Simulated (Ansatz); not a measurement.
Species: SiH, charge 0, doublet. SiH (SMILES [SiH], doublet).
B3LYP-D3(BJ)/def2-TZVP minimum from Ansatz (a quantum-chemistry and plane-wave program):
```
Si
H 1 1.5295
```
Charge 0, spin multiplicity 2.

Property: atomisation energy (electronic, to ground-state atoms), in kcal/mol. Radicals and triplets start from unrestricted determinants; spin-orbit coupling is neglected. CBS(X,Y): correlation extrapolated as X^-3, Hartree-Fock from the larger set (Q,5: extrapolated as (X+1)exp(-9√X)). A bracket is a step between two methods taken in the basis named. The functionals are non-relativistic, so their misses hold any scalar relativity. 'core' is core correlation in cc-pwCVTZ (1s frozen past Ne), 'X2C' scalar relativity in cc-pVTZ-DK, both at CCSD(T). Full CI freezes restricted core orbitals, also for open shells; the composite that ends in it estimates full CI at the basis-set limit. For partners of very few electrons the exact lower level stands in for a higher one. The determinant of HSi ([SiH], doublet) is a saddle point of the SCF energy; a lower one exists, which strains HF and MP2.

CCSD(T)/CBS(cc-pV(Q+d)Z,cc-pV(5+d)Z) + [CCSDT(Q) - CCSD(T)]/cc-pV(5+d)Z + [FCI - CCSDT(Q)]/cc-pV(T+d)Z + core + X2C (Ansatz) gives 73.7 kcal/mol.

Question: What does PBE/def2-TZVPD (Ansatz) give here, and how do the other levels compare?

Answer: PBE gives 71.9 kcal/mol, 1.8 kcal/mol below it. Errors of the others: r2SCAN/def2-TZVPD (Ansatz) -1.6; B3LYP/def2-TZVPD (Ansatz) 1.2; PBE0/def2-TZVPD (Ansatz) -2.3; wB97M-V/def2-TZVPD (Ansatz) 0.8; CCSD(T)/CBS(cc-pV(Q+d)Z,cc-pV(5+d)Z) + core + X2C (Ansatz) -0.1 kcal/mol. Nearer than PBE: r2SCAN/def2-TZVPD, B3LYP/def2-TZVPD, wB97M-V/def2-TZVPD, CCSD(T)/CBS(cc-pV(Q+d)Z,cc-pV(5+d)Z) + core + X2C.
